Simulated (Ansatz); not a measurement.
```yaml
atoms:
  - { symbol: Ti, position_ang: [0.0000, 0.0000, -0.4575] }
  - { symbol: O, position_ang: [0.0000, 0.0000, 1.2580] }
```

Basis set: cc-pVDZ (spherical functions). Correlated methods keep 6 orbitals frozen. Charge 0, multiplicity 3.

Computed with Ansatz (development build ahead of 0.2.0); each method stands on the lowest determinant of its kind that the runs found.

Problem. Give the atomization energy at this shape (free ground-state atoms in the same class of orbitals less the molecule, no zero-point energy) of triplet TiO by UHF-MP2, UHF.

Solution.

| method | atomization energy |
| --- | --- |
| UHF-MP2 | 497.6 kJ/mol |
| UHF | 226.4 kJ/mol |

Caution: the shape is not the minimum; the unrestricted determinant is spin contaminated.
